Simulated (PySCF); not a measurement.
**What each rung costs, and what it gives**

Saddle point of BSiH$_{6}$OF, singlet (SiH₄O ([OH][SiH3]) + BH₂F ([BH2][F]) → BSiH₅O ([BH2][O][SiH3]) + HF; bonds formed: F2–H5; dative contacts that become bonds: B1–O6; bonds broken: B1–F2, H5–O6), PBE0-D4/def2-TZVP structure:

```xyz
10
angstrom
B -1.3586 0.1745 -0.0538
F -1.6546 -1.4340 -0.0955
H -2.1451 0.6554 0.7045
H -1.2814 0.5597 -1.1870
H -0.6571 -1.2897 0.3478
O -0.0399 -0.1883 0.5748
Si 1.4650 0.2837 0.0330
H 2.4579 -0.4241 0.8725
H 1.6312 -0.0878 -1.3940
H 1.5826 1.7506 0.1977
```

Barriers are electronic and count from the start structure reached by relaxing down the imaginary mode.

PySCF 2.14 with density fitting (its default auxiliary sets; JK sets also for MP2 and CCSD(T)); basis: as named in each row; cores frozen in the correlated methods. B3LYP uses VWN-RPA correlation. Extrapolation: Hartree–Fock as exp(−7.88 √X), correlation as X^−2.97.

Times are rough, for one single point on 4 threads of a shared host (Arm Neoverse V1).

The estimate by CCSD(T) at an estimated basis limit (MP2 extrapolated from triple and quadruple zeta, plus CCSD(T) − MP2 in triple zeta) is 87.9 kJ/mol.

```tsv
method	basis	time (s)	barrier (kJ/mol)	method less estimate
HF	STO-3G	under 1	109.6	21.7
B3LYP-D4	6-31G	3	86.8	-1.2
PBE0-D4	def2-SVP	4	77.3	-10.6
PBE-D4	def2-SVP	5	66.0	-22.0
MP2	def2-QZVPP	6	82.7	-5.3
SPW92	def2-TZVPP	10	61.1	-26.8
BHLYP-D4	def2-TZVPP	13	98.0	10.1
PBE-D4	def2-TZVPP	14	72.8	-15.1
B3LYP-D4	def2-TZVPP	14	85.9	-2.0
PBE0-D4	def2-TZVPP	15	82.9	-5.1
CCSD(T)	def2-SVP	26	86.6	-1.3
r2SCAN-D4	def2-TZVPP	34	80.6	-7.3
wB97M-V	def2-TZVPP	200	86.5	-1.4
CCSD(T)	def2-TZVPP	650	86.8	-1.1
```

All methods are single points on the PBE0-D4 structures.

T1 diagnostic: at most 0.012.

The step is the kind of ligand exchange by which a precursor binds to a hydroxyl group, or is hydrolysed, in atomic layer deposition of oxides.

Labels in which every atom is bracketed show which atoms are joined, not bond orders.
